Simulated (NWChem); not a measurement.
# FGa in NWChem

```xyz
2

Ga     0.0000     0.0000    -0.4046
F      0.0000     0.0000     1.3936
```
Charge 0, spin multiplicity 1.

All runs are NWChem calculations. All single points use one geometry, from PBE/def2-SVP, a minimum by its harmonic frequencies.

Symmetry labels belong to the abelian group C2v used in the runs, with the axes of the coordinates shown; states degenerate in a higher group split over its labels.

The Hamiltonian is non-relativistic. The structure started from a generated list of species.

Problem. List the lowest 4 singlet excitations that TDA-BHandHLYP/def2-SVPD gives, with oscillator strengths.

Solution. 
```csv
state,symmetry,energy (eV),wavelength (nm),f
1,b2,6.14,202,0.417
2,b1,6.14,202,0.417
3,a1,7.83,158,0.545
4,a1,8.01,155,0.009
```
